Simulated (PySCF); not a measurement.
In(H)(Br)(OH) (BrH₂InO), SMILES [OH][InH][Br].

Coordinates come from a B3LYP-D3(BJ)/def2-SVP optimisation. The def2 effective core potentials stand for the cores of In; spin–orbit coupling is left out. Other conformers were not sampled.

Level of theory: B3LYP-D3(BJ)/def2-SVP (PySCF 2.14.0).

Frequencies are harmonic and unscaled.

Computed harmonic wavenumbers and intensities:
```csv
mode,ν (cm⁻¹),IR (km/mol),Raman (Å⁴/amu),depolarisation,moving atoms (share of kinetic energy)
1,117,5.8,2.0,0.75,"O 64 %, In 15 %, Br 13 %"
2,251,31.4,6.1,0.19,"Br 59 %, In 41 %"
3,296,76.4,1.2,0.75,H 95 %
4,371,60.3,6.6,0.75,H 91 %
5,449,141.1,22.4,0.71,H 96 %
6,605,44.7,17.8,0.23,"O 85 %, In 12 %"
7,799,71.0,0.8,0.69,H 93 %
8,1811,125.9,272.2,0.21,H 99 %
9,3815,51.2,185.9,0.28,H 94 %
```
